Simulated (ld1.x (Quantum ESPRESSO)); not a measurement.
**Ranking TM semilocal potentials for neodymium**

All share these settings but for the change named:

ld1.x (Quantum ESPRESSO) 7.5 input, shortened:

```
&input
   title='Nd', zed=60., rel=1, dft='PBE', iswitch=3,
   config='[Xe] 4f3 5d1 5f-2 6s1.75 6p0.25'
 /
 &inputp
   pseudotype=1, tm=.true., lloc=2,
   nlcc=.true., new_core_ps=.true., rcore=1.55
 /
4
6S  1  0   1.75   0.00  2.60  2.60  0.0
6P  2  1   0.25   0.00  3.25  3.25  0.0
5F  4  3  -2.00   0.05  2.90  2.90  0.0
5D  3  2   1.00   0.00  3.70  3.70  0.0
 &test
   configts(1)='5d1 6s1.75 6p0.25'
 /
```

Cutoff: the first of the cutoffs (Ry, on a coarse ladder) from which the occupation-weighted sum of valence levels, in a spherical-Bessel basis at the reference potential, stays within 10 and 1 mRy of its value at 400 Ry; the density cutoff is not measured.

The base gives 12 Ry.

Of 7 variants that were run, those that failed, showed a ghost or another fault, or gave nearly equal values are left out.

In the semilocal form every listed channel keeps its own potential, so the choice of the local channel does not act on these tests. It acts once the file is put into the separable form.

A variant can come out equal or close to the base.

Rank these variants from softest to hardest (loose cutoff).
A. wave 6s (bound): rc 2.60 bohr becomes 6s (bound): rc 3.74 bohr
B. local potential the f channel
C. core [Kr] 4d10, valence charge 14; reference 4f4 5s2 5p6 5d0 6s0 6p0; waves now 5s (bound): rc 1.90 bohr; 5d (bound): rc 3.15 bohr; 4f (bound): rc 1.50 bohr; 5p (bound): rc 1.75 bohr; local potential the p channel; core correction Bessel-smoothed model core inside 1.20 bohr

A (10 Ry), B (12 Ry), C (160 Ry).
